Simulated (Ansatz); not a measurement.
A structure relaxed at PBE0-D4/def2-SVP in Ansatz, charge 1, singlet:

| atom | x (Å) | y (Å) | z (Å) |
| --- | --- | --- | --- |
| N1 | -1.044 | 1.892 | -0.774 |
| B2 | 0.421 | -0.623 | -1.074 |
| B3 | 1.257 | -2.154 | -0.254 |
| B4 | -1.164 | 1.967 | 0.538 |
| B5 | 1.153 | -1.824 | -1.740 |
| B6 | -0.394 | 0.794 | -1.088 |
| B7 | -0.805 | 1.202 | 1.893 |
| B8 | -0.032 | -0.127 | 1.782 |
| B9 | 0.607 | -1.126 | 0.716 |

(1) Give its formula and point group.

(2) Summarise the bond lengths by kind (pairs closer than 1.2 times the sum of covalent radii, bridged metal pairs left out).

## Answers

(1) B8N⁺. Point group Cs (tolerance 0.1 Å).

(2) 9 × B–B 1.53 to 1.93 Å; 2 × B–N 1.31 to 1.32 Å.

The restricted singlet is unstable towards broken spin symmetry in Hartree–Fock (as tested in another run); at PBE0-D4/def2-SVP this wasn't settled. Another isomer (singlet) lies 2.76 eV lower at PBE0-D4/def2-TZVP; other spin states weren't run for this one.
